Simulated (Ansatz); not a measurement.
The cluster AlNi2. Charge 0, multiplicity 2. Geometry PBE-D4/def2-TZVPD, that of the charge -1 singlet; atoms count from 1.

```csv
atom,x (Å),y (Å),z (Å)
Ni1,0.595,-0.723,0.900
Ni2,-1.111,-0.457,-0.495
Al3,0.516,1.181,-0.405
```

The charge 0 doublet is spin-contaminated (final ⟨S²⟩ up to 1.63, 0.75 for a pure state). The structure comes from a short search, and lower isomers may exist.

(1) Estimate the Mulliken populations from the PBE0/def2-TZVPD orbitals of Ansatz.

(2) Where does the spin sit?

(3) And the Mayer bond orders between bonded heavy atoms (over 0.3)?

Results:

(1) 
```json
{"atom": "Ni1", "charge (e)": "-0.01", "spin (α − β)": "1.33", "d electrons": "8.79"}
{"atom": "Ni2", "charge (e)": "-0.04", "spin (α − β)": "-0.73", "d electrons": "8.89"}
{"atom": "Al3", "charge (e)": "0.05", "spin (α − β)": "0.40", "d electrons": "–"}
```
Mulliken values and Mayer orders depend strongly on the basis. With diffuse functions, as here, like atoms can get unlike values, and bond orders can come out too low or too high.

(2) Summed by element: Ni 0.60, Al 0.40, of 1 unpaired in all. Largest on single atoms: Ni1 1.33, Ni2 -0.73, Al3 0.40.

(3) Ni1–Ni2 0.90 (2.22 Å); Ni1–Al3 0.93 (2.31 Å); Ni2–Al3 0.99 (2.31 Å).
